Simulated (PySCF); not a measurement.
Core binding energy against partial charge

Compound: 4H-thiopyran-4-one, C₅H₄OS.
Numbering: `[O:1]=[c:2]1[cH:3][cH:4][s:5][cH:6][cH:7]1`

Binding energies: delta-SCF UKS SCAN, pcX-2 on the ionised atom, pcseg-1 elsewhere, spin-free X2C (PySCF). Charges: PBE0/pcSseg-1 ground-state density, for the ionised atom.

```
atom                 environment  C 1s (eV)  Mulliken (e)  IAO (e)  Hirshfeld (e)  ESP (e)
  C3  unsaturated ring CH carbon     290.76        -0.115   -0.200         -0.058   -0.461
  C4  unsaturated ring CH carbon     291.80        -0.255   -0.267         -0.049   -0.068
  C2        ring carbonyl carbon     292.79        +0.253   +0.333         +0.116   +0.853
```

How well does each charge scheme correlate with the binding energies over these sites?

ESP: r = 0.97, slope 1.5 eV per e; Hirshfeld: r = 0.88, slope 9.2 eV per e; IAO: r = 0.80, slope 2.5 eV per e; Mulliken: r = 0.69, slope 2.7 eV per e. ESP charges have the highest r, on only 3 points.

The point-charge model writes a binding energy as kq + V + constant, with V the potential of the other atoms' charges at the site. What does it give with the Hirshfeld charges?

V = Σ 14.40 eV Å × q/r over all other atoms: +0.72 eV at C3, +1.14 eV at C4, -3.05 eV at C2. Fitting binding energy − V to q gives k = 32.5 eV per e and leaves an rms residual of 0.12 eV, against 0.39 eV for the fit on q alone. The model has no term for differences in relaxation between sites.

Isolated species at its PBE0-D3(BJ)/def2-SVP geometry, gas phase.
